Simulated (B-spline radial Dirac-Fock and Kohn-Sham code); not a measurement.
Compton profile of Sm³⁺

System: the Sm³⁺ ion, 1s2 2s2 2p6 3s2 3p6 3d10 4s2 4p6 4d10 4f3 5s2 5p6 6s2 (not the ground configuration).

Method: the impulse approximation on relativistic Hartree-Fock (Dirac-Fock) wave functions, averaged over the configuration. Computed with a B-spline atomic structure program. pz is in atomic units of momentum; subshell profiles are per electron, for a selection of subshells; open shells are spread over both j values by their weights.

| pz | J total | J 4p3/2 | J 4d3/2 | J 5p1/2 | J 6s1/2 |
| --- | --- | --- | --- | --- | --- |
| 0 | 9.303 | 0.142 | 0.112 | 0.338 | 1.12 |
| 0.1 | 9.155 | 0.142 | 0.112 | 0.338 | 1.06 |
| 0.2 | 8.757 | 0.142 | 0.112 | 0.337 | 0.879 |
| 0.3 | 8.224 | 0.142 | 0.112 | 0.336 | 0.649 |
| 0.4 | 7.682 | 0.142 | 0.112 | 0.333 | 0.429 |
| 0.5 | 7.212 | 0.142 | 0.112 | 0.327 | 0.263 |
| 0.6 | 6.839 | 0.142 | 0.112 | 0.318 | 0.162 |
| 0.8 | 6.289 | 0.141 | 0.112 | 0.287 | 0.0990 |
| 1 | 5.791 | 0.140 | 0.112 | 0.242 | 0.0962 |
| 1.2 | 5.262 | 0.137 | 0.111 | 0.190 | 0.0807 |
| 1.4 | 4.759 | 0.134 | 0.111 | 0.139 | 0.0539 |
| 1.6 | 4.339 | 0.129 | 0.110 | 0.0962 | 0.0305 |
| 1.8 | 4.014 | 0.123 | 0.108 | 0.0636 | 0.0165 |
| 2 | 3.767 | 0.116 | 0.106 | 0.0414 | 0.0102 |
| 2.5 | 3.321 | 0.0941 | 0.0981 | 0.0189 | 0.00805 |
| 3 | 2.923 | 0.0706 | 0.0859 | 0.0166 | 0.00689 |
| 4 | 2.143 | 0.0323 | 0.0559 | 0.0131 | 0.00226 |
| 5 | 1.565 | 0.0139 | 0.0302 | 0.00605 | 0.000792 |
| 7 | 0.9917 | 0.00845 | 0.00683 | 0.00136 | 0.000615 |
| 10 | 0.6105 | 0.00538 | 0.00309 | 0.00106 | 0.000130 |
| 15 | 0.2904 | 0.000756 | 0.00206 | 0.000172 | 5.70e-05 |
| 20 | 0.1535 | 0.000475 | 0.000775 | 6.88e-05 | 2.68e-05 |
| 30 | 0.05475 | 0.000267 | 9.17e-05 | 4.69e-05 | 2.41e-06 |
| 40 | 0.02442 | 8.92e-05 | 1.35e-05 | 1.81e-05 | 1.74e-06 |
| 60 | 0.007139 | 1.03e-05 | < 1e-6 | 2.60e-06 | < 1e-6 |
| 100 | 0.001170 | < 1e-6 | < 1e-6 | < 1e-6 | < 1e-6 |

J(0) = 9.303. The 6s1/2 subshell gives the largest part, 24 %.

Mean momentum ⟨p⟩ by subshell (a.u.): 1s1/2 60.1, 2s1/2 21.4, 2p1/2 28.4, 2p3/2 26.2, 3s1/2 10.7, 3p1/2 12.8, 3p3/2 12.1, 3d3/2 14.5, 3d5/2 14.3, 4s1/2 5.42, 4p1/2 6.04, 4p3/2 5.77, 4d3/2 6.21, 4d5/2 6.11, 4f5/2 5.79, 4f7/2 5.75, 5s1/2 2.33, 5p1/2 2.44, 5p3/2 2.32, 6s1/2 1.01.
